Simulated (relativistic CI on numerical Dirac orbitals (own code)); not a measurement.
# The 44-electron sequence from Gd XXI to Bi XL

Computed by Dirac-Coulomb-Breit CI, orbitals from a KLI potential per configuration, model QED, unscaled Slater integrals (own radial code, finite nucleus).

CI space (outside the closed core [Ar] 3d10): 4s2.4p6.4d8, 4s2.4p6.4d7.5s, 4s2.4p5.4d9, 4s2.4p6.4d7.4f, 4s.4p6.4d9, 4s2.4p6.4d7.5p, 4s2.4p5.4d8.4f. Double excitations out of closed p, d and f shells are left out; levels of such configurations are missing from the list, as are those of other unlisted configurations, and high levels can miss mixing partners.

Energies above each ion's lowest level, in eV. Levels are followed by their leading LS label, which can pass from one level to another where the coupling changes.

```
       Ion  4s2.4p6.4d8 3F_4  4s2.4p6.4d8 1D_2  4s2.4p6.4d8 3F_3  4s2.4p6.4d8 3P_0  4s2.4p6.4d8 3P_2  4s2.4p6.4d8 3P_1  4s2.4p6.4d8 1G_4
    Gd XXI                 0            2.9495            6.3578            8.3291            9.1196            10.728            11.277
   Tb XXII                 0            3.0315            7.0377            8.6823            9.9004            11.534            12.079
  Dy XXIII                 0            3.1118            7.7687             9.033            10.732            12.391            12.931
   Ho XXIV                 0            3.1908            8.5533             9.381            11.616            13.301            13.835
    Er XXV                 0            3.2685            9.3938            9.7259            12.555            14.266            14.795
   Tm XXVI                 0            3.3454            10.293            10.068            13.552             15.29            15.813
  Yb XXVII                 0            3.4214            11.253            10.407             14.61            16.376            16.892
 Lu XXVIII                 0            3.4969            12.277            10.742            15.731            17.524            18.033
   Hf XXIX                 0            3.5718            13.367            11.075            16.917             18.74            19.241
    Ta XXX                 0            3.6463            14.527            11.404            18.173            20.024            20.518
    W XXXI                 0            3.7206            15.759            11.731            19.499             21.38            21.866
  Re XXXII                 0            3.7946            17.065            12.055              20.9            22.812            23.289
 Os XXXIII                 0            3.8684             18.45            12.377            22.379            24.321             24.79
  Ir XXXIV                 0            3.9422            19.915            12.696            23.938            25.911            26.371
   Pt XXXV                 0            4.0159            21.464            13.012             25.58            27.586            28.036
  Au XXXVI                 0            4.0896            23.101            13.327            27.309            29.347            29.788
 Hg XXXVII                 0            4.1634            24.827            13.639            29.128            31.199             31.63
Tl XXXVIII                 0            4.2373            26.647            13.949             31.04            33.144            33.565
  Pb XXXIX                 ?                 ?                 ?                 ?                 ?                 ?                 ?
     Bi XL                 0            4.3853            30.582            14.565            35.158            37.329             37.73
```

Problem. Fill in the row of Pb XXXIX.

Solution. 4s2.4p6.4d8 3F_4 0, 4s2.4p6.4d8 1D_2 4.3112, 4s2.4p6.4d8 3F_3 28.564, 4s2.4p6.4d8 3P_0 14.258, 4s2.4p6.4d8 3P_2 33.049, 4s2.4p6.4d8 3P_1 35.186, 4s2.4p6.4d8 1G_4 35.598 (eV).

The lowest level keeps the configuration 4s2.4p6.4d8 and J = 4 throughout.

Between Z = 80 and 83 the energy of 4s2.4p6.4d8 1D_2 follows a local power law Z^1.4. For orientation: electrostatic splittings inside a shell grow about linearly with the screened charge, excitations that change n as its square, and fine structure as its fourth power; written in Z itself the exponents are larger, since the screened charge grows faster in proportion.
